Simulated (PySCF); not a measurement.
Calculated NMR data

Level of theory: GFN2-xTB structure, shieldings: GIAO PBE0/pcSseg-1, in PySCF 2.14.0 with density-fitted response routines (single conformer, relativity neglected, one averaged value for each set of equivalent atoms, no solvent).

δ = σ(ref) − σ, references computed at the same level: 1H (σref 31.72) and 13C (σref 186.93) against TMS. Splittings of carbon signals by F and P are missing where no couplings were computed. Where no couplings were computed, multiplicities follow the n + 1 count of equivalent neighbours, and m marks all less simple cases (inequivalent or close neighbours, rings, F or P nearby). Shifts are as computed. Against solution values, carbons near 30 ppm lie about +3 ppm off and those near 130 ppm about +5 ppm. Of 1211 compounds with measured shifts, 218 miss one by over three times the rms of a fit or turn the order of signals round; such compounds aren't used in these exercises.

Compound 1 (C$_{7}$H$_{14}$O). 1H NMR (400 MHz, computed): δ 3.55 (s, 3H), 2.87 (m, 1H), 2.13 (m, 2H), 1.81 (m, 2H), 1.64 (m, 1H), 1.16 (m, 2H), 1.06 (m, 1H), 1.06 (m, 2H). 13C{1H} NMR (computed): δ 84.7 (CH), 58.1 (CH3), 35.6 (CH2), 29.9 (CH2), 28.7 (CH2). Structure: `C1C(OC)CCCC1`.

Compound 2 (C$_{2}$H$_{6}$F$_{4}$Si$_{2}$). 1H NMR (400 MHz, computed): δ 5.58 (m, 1H), 4.31 (m, 1H), 4.02 (m, 1H), 0.29 (m, 3H). 13C{1H} NMR (computed): δ 138.9 (C), -11.7 (CH3). Structure: SMILES [Si@H]([SiH2]C)(F)C(F)(F)F.
